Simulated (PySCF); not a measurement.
Vibration and rotation of SnSe⁺

LC-ωPBE constants of SnSe⁺, ²Π (doublet), unpaired electrons π ↑ (PySCF, scalar-relativistic core potentials, basis sets Sn def2-SVP with ECP28, Se def2-SVP; masses 119.9022 and 79.9165 u):

- ωe: 286.2 cm⁻¹
- ωexe: 0.48 cm⁻¹
- Be: 0.057841 cm⁻¹
- αe: 0.000142 cm⁻¹
- De to Sn⁺ + Se: 2.63 eV

**Question.** What force constant and bond length do these constants imply?

**Answer.** Reduced mass μred = 47.954 u; k = 5.8918×10⁻⁷·μred·ωe² (u, cm⁻¹, mdyn/Å) = 2.31 mdyn/Å; Re = √(16.8576/(μred·Be)) (u, cm⁻¹, Å) = 2.465 Å.

**Question.** Estimate the centrifugal constant D from the Kratzer relation and find the Dunham coefficient a1.

**Answer.** D = 4Be³/ωe² = 9.45e-09 cm⁻¹; a1 = −1 − αeωe/(6Be²) = -3.02.

Spin–orbit coupling is left out, which matters for elements this heavy, above all for dissociation energies. For an ion De counts to the pair picked by the measured ionisation energies or electron affinities, which need not be the lowest pair at this level. The state was picked by a PBE0 search and need not be the measured ground state.
